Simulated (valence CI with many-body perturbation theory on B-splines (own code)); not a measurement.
**E1 transitions of Pt²⁹⁺**

Method: relativistic CI+MBPT: three valence electrons over a frozen Dirac-Fock core [Kr] 4d10, radial functions for each j: 8 s, 8 p, 9 d, 9 f, 6 g, 3 h, 2 i, with the one-electron correlation potential Σ1, the two-electron term Σ2, the three-electron term Σ3, Breit, model QED; selected CI, second order for the rest (own B-spline code, finite nucleus).

The last digits are not significant, and no measured levels were compared; by estimate large intervals hold to a few tenths of a per cent, small ones and those within an open d or f shell to about a per cent. Core correlation moves these levels by up to 51000 cm⁻¹, and in measured spectra 5 to 20 % of such shifts remained as error; rates that hang on mixing are uncertain with them. The list stops below the first excitations out of the core.

Lines 101 to 150 of 175 in falling wavelength, among levels below 179.87 eV, chosen from the strongest by gf and those to the six lowest levels. Wavelengths and rates use the calculated energies. Electric multipoles are in the length gauge, E1 and E2 with the static RPA response of the core. Weak lines are less certain than strong ones. Lines between different terms over intervals too small for the method are left out, as are lines whose strength nearly cancels. The highest levels of a list are the least certain.

Levels are named by their leading jj configuration (3d3/2^4 stands for four electrons in 3d with j = 3/2), which in mixed levels can hold well under half, so a name can repeat and another be missing. Letters in brackets count levels of one name in rising energy.

```csv
λ vac (nm),Upper,Lower,A (s⁻¹),S (a.u.) with core polarisation,S without
7.646,(4f5/2^2 5s) J=1/2,(4f5/2 4f7/2^2) J=3/2 [a],5.70e+04,2.51e-08,8.60e-08
7.636,(4f5/2^2 5s) J=5/2,(4f5/2^3) J=5/2,2.72e+05,3.59e-07,1.64e-07
7.633,(4f7/2^2 5s) J=7/2,(4f5/2 4f7/2^2) J=9/2 [c],2.30e+05,4.03e-07,6.54e-08
7.632,(4f5/2 4f7/2 5s) J=7/2 [a],(4f5/2^2 4f7/2) J=7/2 [b],4.68e+04,8.21e-08,3.13e-08
7.627,(4f5/2 4f7/2 5s) J=11/2 [b],(4f5/2 4f7/2^2) J=9/2 [b],9.25e+04,2.43e-07,2.43e-07
7.624,(4f5/2 4f7/2 5s) J=5/2 [b],(4f5/2 4f7/2^2) J=3/2 [a],2.21e+04,2.91e-08,9.90e-09
7.611,(4f5/2 4f7/2 5s) J=3/2 [a],(4f5/2 4f7/2^2) J=3/2 [a],4.71e+04,4.10e-08,4.51e-09
7.608,(4f7/2^2 5s) J=13/2,(4f5/2 4f7/2^2) J=11/2 [a],1.18e+05,3.60e-07,1.50e-07
7.604,(4f5/2 4f7/2 5s) J=9/2 [a],(4f5/2^2 4f7/2) J=7/2 [a],6.57e+04,1.43e-07,2.41e-07
7.599,(4f7/2^2 5s) J=13/2,(4f5/2 4f7/2^2) J=13/2 [a],1.63e+04,4.95e-08,2.58e-08
7.594,(4f5/2 4f7/2 5s) J=5/2 [a],(4f5/2^2 4f7/2) J=7/2 [b],1.82e+05,2.36e-07,4.25e-08
7.592,(4f5/2^2 5s) J=9/2,(4f5/2^2 4f7/2) J=11/2 [a],4.52e+04,9.77e-08,4.29e-08
7.587,(4f5/2 4f7/2 5s) J=7/2 [b],(4f5/2^2 4f7/2) J=7/2 [b],6.80e+04,1.17e-07,1.01e-07
7.585,(4f7/2^2 5s) J=7/2,(4f5/2 4f7/2^2) J=5/2 [a],2.89e+04,4.97e-08,2.39e-07
7.569,(4f5/2 4f7/2 5s) J=3/2 [b],(4f5/2 4f7/2^2) J=5/2 [a],3.62e+05,3.10e-07,3.24e-08
7.555,(4f5/2 4f7/2 5s) J=7/2 [a],(4f5/2^2 4f7/2) J=7/2 [a],4.46e+05,7.59e-07,5.23e-07
7.552,(4f5/2^2 5s) J=3/2,(4f5/2^3) J=3/2,3.15e+05,2.68e-07,3.98e-08
7.551,(4f5/2 4f7/2 5s) J=11/2 [b],(4f5/2 4f7/2^2) J=11/2 [a],5.85e+04,1.49e-07,1.26e-07
7.550,(4f5/2 4f7/2 5s) J=7/2 [a],(4f5/2^2 4f7/2) J=5/2 [a],8.23e+04,1.40e-07,8.24e-08
7.548,(4f5/2 4f7/2 5s) J=11/2 [b],(4f5/2 4f7/2^2) J=9/2 [a],5.00e+04,1.27e-07,6.69e-08
7.544,(4f5/2 4f7/2 5s) J=11/2 [a],(4f5/2^2 4f7/2) J=9/2,1.95e+05,4.96e-07,5.40e-07
7.542,(4f5/2 4f7/2 5s) J=11/2 [b],(4f5/2 4f7/2^2) J=13/2 [a],7.90e+03,2.01e-08,2.37e-08
7.540,(4f5/2 4f7/2 5s) J=9/2 [b],(4f5/2^2 4f7/2) J=7/2 [a],2.53e+04,5.34e-08,1.17e-07
7.539,(4f5/2^2 5s) J=1/2,(4f5/2^2 4f7/2) J=1/2,1.33e+05,5.61e-08,5.22e-08
7.533,(4f5/2 4f7/2 5s) J=3/2 [a],(4f5/2^2 4f7/2) J=5/2 [b],7.75e+05,6.54e-07,9.74e-08
7.533,(4f5/2 4f7/2 5s) J=11/2 [a],(4f5/2^2 4f7/2) J=13/2,1.08e+05,2.72e-07,5.45e-08
7.533,(4f5/2 4f7/2 5s) J=3/2 [b],(4f5/2 4f7/2^2) J=3/2 [a],3.40e+04,2.87e-08,3.42e-08
7.516,(4f7/2^2 5s) J=9/2,(4f5/2 4f7/2^2) J=9/2 [b],5.56e+04,1.17e-07,4.64e-08
7.512,(4f5/2 4f7/2 5s) J=5/2 [a],(4f5/2^2 4f7/2) J=5/2 [a],3.33e+05,4.17e-07,2.45e-07
7.504,(4f5/2 4f7/2 5s) J=3/2 [a],(4f5/2^2 4f7/2) J=1/2,2.82e+04,2.36e-08,1.86e-08
7.492,(4f5/2 4f7/2 5s) J=7/2 [a],(4f5/2^3) J=5/2,2.45e+04,4.07e-08,5.17e-09
7.487,(4f7/2^2 5s) J=13/2,(4f5/2^2 4f7/2) J=15/2 [a],1.05e+05,3.04e-07,3.99e-08
7.481,(4f7/2^2 5s) J=7/2,(4f5/2 4f7/2^2) J=9/2 [b],9.67e+04,1.60e-07,2.25e-08
7.477,(4f5/2 4f7/2 5s) J=7/2 [a],(4f5/2^2 4f7/2) J=9/2,2.34e+04,3.87e-08,1.64e-08
7.477,(4f7/2^2 5s) J=7/2,(4f5/2 4f7/2^2) J=7/2 [a],1.46e+05,2.40e-07,3.97e-07
7.473,(4f7/2^2 5s) J=7/2,(4f5/2^2 4f7/2) J=5/2 [b],1.41e+04,2.32e-08,1.21e-07
7.463,(4f5/2 4f7/2 5s) J=9/2 [b],(4f5/2^2 4f7/2) J=9/2,2.51e+05,5.16e-07,2.92e-07
7.454,(4f5/2 4f7/2 5s) J=5/2 [a],(4f5/2^3) J=5/2,8.49e+03,1.04e-08,4.18e-08
7.450,(4f5/2^2 5s) J=7/2,(4f5/2^3) J=9/2,1.12e+05,1.83e-07,1.47e-07
7.448,(4f5/2 4f7/2 5s) J=7/2 [b],(4f5/2^3) J=5/2,1.74e+04,2.84e-08,5.18e-08
7.439,(4f7/2^2 5s) J=9/2,(4f5/2 4f7/2^2) J=9/2 [a],1.60e+05,3.26e-07,3.40e-08
7.423,(4f5/2 4f7/2 5s) J=3/2 [b],(4f5/2^2 4f7/2) J=3/2 [b],4.64e+05,3.75e-07,2.51e-07
7.416,(4f5/2^2 5s) J=9/2,(4f5/2^3) J=9/2,1.89e+04,3.81e-08,5.10e-09
7.405,(4f7/2^2 5s) J=7/2,(4f5/2 4f7/2^2) J=9/2 [a],9.09e+04,1.46e-07,4.89e-08
7.401,(4f5/2 4f7/2 5s) J=11/2 [a],(4f5/2^2 4f7/2) J=11/2 [a],5.69e+04,1.37e-07,5.29e-08
7.383,(4f5/2 4f7/2 5s) J=9/2 [a],(4f5/2^2 4f7/2) J=11/2 [a],1.02e+05,2.02e-07,8.98e-08
7.383,(4f7/2^2 5s) J=13/2,(4f5/2^2 4f7/2) J=13/2,4.75e+04,1.32e-07,7.39e-08
7.361,(4f5/2^2 5s) J=1/2,(4f5/2^2 4f7/2) J=3/2 [a],1.13e+06,4.44e-07,6.32e-08
7.348,(4f7/2^2 5s) J=7/2,(4f5/2^2 4f7/2) J=7/2 [b],2.82e+04,4.41e-08,5.75e-08
7.348,(4f5/2 4f7/2 5s) J=5/2 [a],(4f5/2^3) J=3/2,4.20e+04,4.93e-08,1.99e-07
```
